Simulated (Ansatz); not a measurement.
Compare A (`CC1(O)C[SiH2]1`) with its isomer B (`C=CCO[SiH3]`).

Calculated with Ansatz (gas phase, PBE0-D4/def2-TZVP geometries, no zero-point term in ΔE). CCSD(T)/CBS adds triple-zeta CCSD(T) − MP2 to the extrapolated MP2 energy (def2 sets, frozen cores). DFT in def2-TZVPP. B3LYP here is the variant with VWN-RPA as its local correlation; programs differ in this. Each species was taken in one conformer, which may not be the lowest.

A:

```xyz
13

C    -0.947   -1.193    0.109
C    -0.291    0.117   -0.228
O    -1.055    0.938   -1.078
C     0.275    0.921    0.939
Si    1.581    0.317   -0.235
H    -1.118   -1.792   -0.790
H    -1.913   -1.014    0.594
H    -0.326   -1.786    0.785
H    -1.062    0.538   -1.952
H     0.171    0.482    1.927
H     0.031    1.979    0.906
H     2.198    1.295   -1.155
H     2.457   -0.802    0.178
```

B:

Z-matrix (Å, degrees):
```
C
C 1 1.489
O 1 1.416 2 109.6
H 1 1.098 2 109.9 3 122.0
H 1 1.100 2 109.5 3 -120.1
C 2 1.324 1 124.0 3 -128.9
H 2 1.087 1 115.4 3 51.9
Si 3 1.643 1 122.3 2 179.5
H 6 1.084 2 121.7 1 -178.2
H 6 1.086 2 121.4 1 1.6
H 8 1.480 3 106.5 1 179.6
H 8 1.490 3 110.8 1 59.5
H 8 1.490 3 110.8 1 -60.3
```

Problem. Which isomer does CCSD(T)/CBS put lower? Give the gap. (An estimate is asked.)

Solution. The calculation gave: B, by 29.2 kcal/mol.

Problem. Give E(B) − E(A) in kcal/mol with B3LYP-D4, CCSD(T)/def2-SVP, HF/def2-TZVPP, MP2/def2-TZVPP, B2PLYP, CCSD/def2-TZVPP, BLYP-D4. (An estimate is asked.)

Solution. The calculation gave: B3LYP-D4 -31.2, CCSD(T)/def2-SVP -27.9, HF/def2-TZVPP -43.2, MP2/def2-TZVPP -27.6, B2PLYP -31.5, CCSD/def2-TZVPP -31.3, BLYP-D4 -30.7. None reverses the order clearly.

Problem. Does the order hold for the free energy at 298.15 K (harmonic terms from PBE0-D4)? (Best estimate.)

Solution. Computed: Yes: G(B) − G(A) = -31.8 kcal/mol, for one conformer each. Modes under 60 cm⁻¹, often nearly free rotors, make the harmonic entropy too high.

Largest T1 diagnostic: 0.012.

At CCSD(T), def2-SVP lies +1.3 kcal/mol from the extrapolated value and def2-TZVPP −0.5 kcal/mol. From BLYP to BHLYP (50 % exact exchange), in def2-TZVPP and without D4, E(B) − E(A) moves by −2.4 kcal/mol.
